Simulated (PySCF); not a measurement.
These are PBE0-D3(BJ)/def2-TZVP run with PySCF values and carry that method's errors. Gas-phase values, no solvent. 

Reference species (SMILES): `N[SiH]=[SiH2]` (neutral, multiplicity 1).

```json
{
  "LUMO": "-1.73 eV",
  "dipole_moment": "3.60 D"
}
```

Changed species: `N(=[SiH]\[SiH3])/[H]`.

Question: Give the shifts of the LUMO and dipole moment.

Answer: the LUMO falls by 0.17 eV, to -1.90 eV; the dipole moment falls by 1.41 D, to 2.19 D.
